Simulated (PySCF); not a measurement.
Molecule: SMILES OB(CCC#N)O, C$_{3}$H$_{6}$BNO$_{2}$.

Molfile (atoms numbered from 1):
```
C3H6BNO2
     RDKit          3D

 13 12  0  0  0  0  0  0  0  0999 V2000
   -3.4195    0.8573    0.6661 N   0  0  0  0  0  0  0  0  0  0  0  0
   -2.4508    0.2888    0.3860 C   0  0  0  0  0  0  0  0  0  0  0  0
   -1.2151   -0.3983    0.0283 C   0  0  0  0  0  0  0  0  0  0  0  0
   -0.0257    0.5493   -0.1392 C   0  0  0  0  0  0  0  0  0  0  0  0
    1.3263   -0.1890   -0.5000 B   0  0  0  0  0  0  0  0  0  0  0  0
    1.3195   -1.5418   -0.6189 O   0  0  0  0  0  0  0  0  0  0  0  0
    2.5043    0.4687   -0.6984 O   0  0  0  0  0  0  0  0  0  0  0  0
   -1.0005   -1.1557    0.7986 H   0  0  0  0  0  0  0  0  0  0  0  0
   -1.3908   -0.9632   -0.9009 H   0  0  0  0  0  0  0  0  0  0  0  0
   -0.2502    1.2957   -0.9217 H   0  0  0  0  0  0  0  0  0  0  0  0
    0.1181    1.1373    0.7846 H   0  0  0  0  0  0  0  0  0  0  0  0
    2.1925   -1.8858   -0.8404 H   0  0  0  0  0  0  0  0  0  0  0  0
    2.4401    1.4224   -0.5991 H   0  0  0  0  0  0  0  0  0  0  0  0
  1  2  3  0
  2  3  1  0
  3  4  1  0
  4  5  1  0
  5  6  1  0
  5  7  1  0
  3  8  1  0
  3  9  1  0
  4 10  1  0
  4 11  1  0
  6 12  1  0
  7 13  1  0
M  END
```

Spin–spin couplings on one PBE0-D3(BJ)/def2-SVP geometry, PySCF 2.14.0 with density-fitted response routines, gas phase, non-relativistic, equivalent pairs averaged (spin–dipole term only in couplings to heteroatoms); isotopes 13C, 1H, 11B, 17O, 15N; functional B3LYP.

Question: How do the couplings (Hz) change with the basis set? Times are CPU seconds on shared hosts with different chips, so compare them loosely. Far from the basis limit: pcJ-0, 6-31G*, def2-TZVP, cc-pVTZ.

Answer: 
```tsv
basis set	functions	1J(C3,H8)	1J(C4,H10)	1J(C4,B5)	1J(O6,H12)	1J(C2,C3)	1J(C3,C4)	1J(N1,C2)	core-s
pcJ-0	109	123.4	106.4	60.0	-54.4	48.1	27.4	4.5	17
6-31G*	110	157.5	138.7	83.1	-79.5	77.3	49.2	-18.5	10
def2-TZVP	253	133.2	117.3	72.8	-74.2	61.9	33.0	-15.2	75
cc-pVTZ	294	122.8	109.3	63.8	-63.3	54.3	24.8	-46.2	100
```

The Fermi-contact term samples the wavefunction at the nucleus, which is why sets with added tight s functions (names with J) are made for couplings.
